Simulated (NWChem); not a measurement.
Molecule: GeHF3; SMILES [F][GeH]([F])[F]

```xyz
5

Ge     0.0000     0.0000     0.2542
F      0.4102     1.5303    -0.3970
F      1.1202    -1.1204    -0.3970
F     -1.5304    -0.4099    -0.3970
H      0.0000     0.0000     1.7711
```
Atoms are numbered in this order, from 1.

Level: PBE0/def2-SVP (NWChem), optimised geometry, unscaled harmonic frequencies. 

List the harmonic frequencies with IR intensities, and the thermochemistry.


```json
[
 {"frequency (cm⁻¹)": "227", "IR intensity (km/mol)": "12.6"},
 {"frequency (cm⁻¹)": "227", "IR intensity (km/mol)": "12.6"},
 {"frequency (cm⁻¹)": "282", "IR intensity (km/mol)": "54.1"},
 {"frequency (cm⁻¹)": "720", "IR intensity (km/mol)": "58.4"},
 {"frequency (cm⁻¹)": "720", "IR intensity (km/mol)": "58.4"},
 {"frequency (cm⁻¹)": "738", "IR intensity (km/mol)": "36.3"},
 {"frequency (cm⁻¹)": "775", "IR intensity (km/mol)": "85.4"},
 {"frequency (cm⁻¹)": "775", "IR intensity (km/mol)": "85.4"},
 {"frequency (cm⁻¹)": "2281", "IR intensity (km/mol)": "33.2"}
]
```

* **zero-point energy**: 9.6 kcal/mol
* **thermal correction to the enthalpy at 298.15 K (with zero-point energy)**: 13.2 kcal/mol
* **heat capacity Cv**: 15.0 cal/(mol K)
* **entropy at 298.15 K and 1 atm (symmetry number 3)**: 70.4 cal/(mol K)
* **dipole moment**: 2.46 D

Rigid rotor and harmonic oscillator.
